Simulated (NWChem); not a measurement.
Molecule: TaNH2OF2; SMILES [F][Ta](=[NH])([OH])[F]

```xyz
7

Ta    -0.0121    -0.0041     0.0000
N      0.1908    -1.7513     0.0000
H      0.2749    -2.7599     0.0000
F     -0.9455     0.4789     1.5711
F     -0.9455     0.4789    -1.5711
O      1.7110     0.7829     0.0000
H      2.6079     0.4369     0.0000
```
Atoms are numbered in this order, from 1.

Computed with NWChem. Medium grid unless said otherwise, to which SCAN and Minnesota functionals are sensitive. Geometry: optimised at PBE0/def2-SVP. def2 effective core potentials on Ta; no spin-orbit coupling. Hybrids' shares of exact exchange are those that their runs print; pure functionals count as 0. The functionals differ in more than this share.

```csv
row,share of exact exchange,highest occupied level (eV)
PBE/def2-SVP,0.00,-6.65
BP86/def2-SVP,0.00,-6.75
B3LYP/def2-SVP,0.20,-7.84
M06-2X/def2-SVP,0.54,withheld
Hartree-Fock/def2-SVP,1.00,-11.52
```

Fit a straight line of the last column on the one before it, predict the withheld value, and compare with the run.


1. Means of the 4 shown rows: x = 0.300, y = -8.190. Slope Σ(x − x̄)(y − ȳ)/Σ(x − x̄)² = -3.260/0.6800 = -4.794; intercept -6.752.
2. The shown rows scatter about the line by 0.083 (root mean square); the largest residual is -0.13, at B3LYP/def2-SVP.
3. At x = 0.54 (M06-2X/def2-SVP; inside the shown range) the line gives -9.34.
4. The run gives -9.57, -0.23 from the line, 2.8 times the scatter.
